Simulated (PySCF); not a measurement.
Dipole response of Ru (ruthenium, neutral)

[Kr] 4d7 5s1, high-spin 5F determinant. Computed with PySCF 2.14 in def2-QZVPPD with the def2 core potential (28 electrons), with scalar relativity through the core potential. Coupled (time-dependent) response in atomic units; α is the mean over directions.

```json
{"method": "TPSS", "mean α (bohr³)": "59.59", "C₆ (like pair)": "566.2", "S(−4)": "2077"}
```

S(−4) is the Cauchy moment in α(ω) = α(0) + S(−4) ω² + …

Reference α: 72 ± 10 bohr³ (recommended; Schwerdtfeger and Nagle, table of static dipole polarizabilities (2023 update)). Published C₆: 809.0 (Gould and Bucko (2016)).

Spin-orbit coupling is absent.

α(iu) at TPSS:

| u (hartree) | α(iu) (bohr³) |
| --- | --- |
| 0 | 59.59 |
| 0.0500 | 54.93 |
| 0.100 | 45.25 |
| 0.200 | 29.11 |
| 0.300 | 20.29 |
| 0.500 | 12.17 |
| 0.750 | 7.858 |
| 1.00 | 5.649 |
| 1.50 | 3.410 |
| 2.00 | 2.297 |
| 3.00 | 1.241 |
| 5.00 | 0.5220 |

A single London oscillator, α(iu) = α/(1 + u²/ω²), gives C₆ = (3/4) ω α². Matching the computed C₆ needs ω = 4 × 566.2 / (3 × 59.59²) = 0.213 hartree.

Energies and moments cover only the electrons outside the core potential.
